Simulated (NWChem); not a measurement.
System: NbCl$_{4}$ cation; SMILES [Cl][Nb+]([Cl])([Cl])[Cl]

```xyz
5

Nb     0.0000     0.0000     0.0000
Cl     1.2717     1.2717     1.2717
Cl    -1.2717    -1.2717     1.2717
Cl    -1.2717     1.2717    -1.2717
Cl     1.2717    -1.2717    -1.2717
```
Atoms are numbered in this order, from 1.

Program: NWChem. Medium grid unless said otherwise, to which SCAN and Minnesota functionals are sensitive. The geometry was optimised at PBE0/def2-SVP. The spin multiplicity was typed, not searched, and may not be the lowest. def2 effective core potentials on Nb; no spin-orbit coupling.

Task: Order these by “orbital gap (eV)”, lowest first: PBE/def2-SVP; r2SCAN0/def2-SVP; B3LYP/def2-SVP; BHandHLYP/def2-SVP.

Result: PBE/def2-SVP (3.92), B3LYP/def2-SVP (5.44), r2SCAN0/def2-SVP (6.12), BHandHLYP/def2-SVP (7.90)
